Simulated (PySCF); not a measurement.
Vertical excitations of a molecule CH₁₁N₃Si₂ from PySCF with TDA-PBE/def2-SVPD, as energy in eV (oscillator strength): 4.37 (0.003), 4.92 (0.002), 5.08 (0.027), 5.23 (0.003), 5.57 (0.006), 5.68 (0.004). Lowest triplet (TDA): 4.26 eV. Geometry optimised at ωB97X-D3(BJ)/def2-SVP. The values are those of a single conformer.

Task: Which structure fits?
A) NC[Si@H](N)[SiH2]N
B) N[SiH2]C[SiH](N)N
C) CN[SiH2]N[SiH2]N
D) C[Si@H](N)[SiH](N)N

Result: A, NC[Si@H](N)[SiH2]N
